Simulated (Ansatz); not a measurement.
N₂, charge -1, doublet, at a GFN2-xTB geometry (a state made from the parent by changing its charge; the spin is typed, not shown lowest) (a gas-phase anion, which may not be bound at this level). Base run: BLYP/cc-pVDZ run with Ansatz (a program for electronic structure).

Input for Ansatz:
Ansatz 0.2 input:
```yaml
crystal:
  periodic: [false, false, false]
  atoms:
    - {symbol: N, position_ang: [-0.00000000, -0.00000000, -0.60547328]}
    - {symbol: N, position_ang: [0.00000000, 0.00000000, 0.60547328]}
basis:
  gaussian:
    orbitals: cc-pVDZ
hamiltonian:
  xc: blyp
total_charge: -1
magnetization: {spin_polarized: true, initial_magnetization: 1}
```

Each row names what was changed in the base input (with any setting that the change needs).

```csv
change,ΔE vs base (mEh)
base,0.000
"point_charge = charge:0.5 position_ang:2.7847, 1.9072, 1.2677",-73.333
lower_state_search = off,0.000
fitting.mean_field = def2-universal-JKFIT,-0.032
"final_grid = 10, 20, 41",0.000
"final_grid = 4, 8, 17",0.258
forces = on,0.000
"final_grid = 14, 28, 59",0.000
"final_grid = 6, 12, 29",0.005
nuclear_model = gaussian,0.014
lower_state_search = full,0.000
```

A gas-phase anion may not be bound at this level; its values then depend on the basis.
